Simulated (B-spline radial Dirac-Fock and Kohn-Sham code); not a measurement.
Elastic scattering of 34.6 keV positrons by the Be atom

Model: relativistic (Dirac) partial waves in the static field of the Dirac-Fock atom, without polarisation or absorption potentials. Program: a radial finite-basis atomic code.

Input file task.json (cfg lists n, l and occupation; rrms is the nuclear radius in fm):

```json
{"items": [{
  "Z": 4,
  "q": 0,
  "cfg": [[1, 0, 2], [2, 0, 2]],
  "A": 9,
  "rrms": 2.519,
  "do": "elastic",
  "energies": [[34600.0, 1]],
  "theta": [0, 1, 2, 3, 5, 7, 10, 15, 20, 25, 30, 40, 50, 60, 70, 80, 90, 100, 110, 120, 130, 140, 150, 160, 170, 180]
}]}
```

Launch: `python xray2_run.py task.json out`

```
θ (°)  dσ/dΩ (Å²/sr)
    0           10.6
    1           3.72
    2          0.616
    3          0.151
    5         0.0270
    7        0.00901
   10        0.00264
   15       0.000590
   20       0.000195
   25       8.17e-05
   30       4.01e-05
   40       1.31e-05
   50       5.58e-06
   60       2.82e-06
   70       1.62e-06
   80       1.01e-06
   90       6.85e-07
  100       4.92e-07
  110       3.72e-07
  120       2.95e-07
  130       2.44e-07
  140       2.10e-07
  150       1.87e-07
  160       1.72e-07
  170       1.64e-07
  180       1.61e-07
```

The total elastic cross section is 0.0138 Å², the first transport cross section 3.08e-05 Å² and the second, weighted with (3/2) sin²θ, 7.97e-05 Å². The mean deflection is ⟨1 − cos θ⟩ = 0.00223, and 0.015 % of the collisions scatter beyond 90°.

Phase shifts modulo π (rad) for κ = −1 to −5: -0.338, -0.257, -0.216, -0.190, -0.170.

Values without a named source are computed, but for edge energies of neutral atoms, which are taken from tables.
